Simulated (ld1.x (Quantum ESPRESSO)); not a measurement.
Values are calculated unless marked as measured or tabulated.
Potentials for Re (Z = 75) compared

Generated with ld1.x 7.5 (TM, RRKJ, ultrasoft, PAW), atompaw 4.2 or ONCVPSP 4.0.1. The cutoff is in Ry: for ld1.x and atompaw files where the sum of valence levels is converged to 10 mRy in a Bessel basis, for ONCV files where the hardest occupied wave has 1 mHa per electron of residual kinetic energy. The error is the largest all-electron minus pseudo excitation energy over each file’s own four to seven test configurations (ionisations up to +4, promotions, holes and added fractions of an electron), all of which were solved. The labels leave out finer settings (local radius, basis sizes, second energies), which also bear on the numbers. Spin-polarised tests are not counted. The rows are a selection from randomly drawn settings: files with unsolved tests, undetermined cutoffs or missed reference levels are left out.

| potential | cutoff (Ry) | largest error (meV) | bound ghosts |
| --- | --- | --- | --- |
| RRKJ, PBE, scalar-relativistic, rc 2.15/2.45/2.50/2.10 (spdf), local s, core correction yes, reference 5d5 6s0 6p0 | 25 | -510 | none |
| TM, LDA (PZ), scalar-relativistic, rc 2.05/3.20/2.40 (spd), local s, core correction no, reference 5d5 6s1 6p0 | 30 | -30 | none |
| TM, LDA (PZ), scalar-relativistic, rc 2.45/2.55/1.65 (spd), local s, core correction no, reference 5d5 6s2 6p0 | 35 | -54 | none |

Question: Fill in the row for Re: TM semilocal, LDA (PZ), scalar-relativistic, rc 1.85/3.85/1.40 (spd), local s, core correction yes, reference 5d5 6s2 6p0.

Answer: cutoff 35 Ry, largest error -136 meV, bound ghosts: none.

Question: Fill in the row for Re: TM semilocal, PBE, scalar-relativistic, rc 1.95/1.20/1.85 (spd), local s, core correction yes, reference 5p6 5d5.5 6s1.5 6p0.

Answer: cutoff 110 Ry, largest error +19 meV, bound ghosts: none.
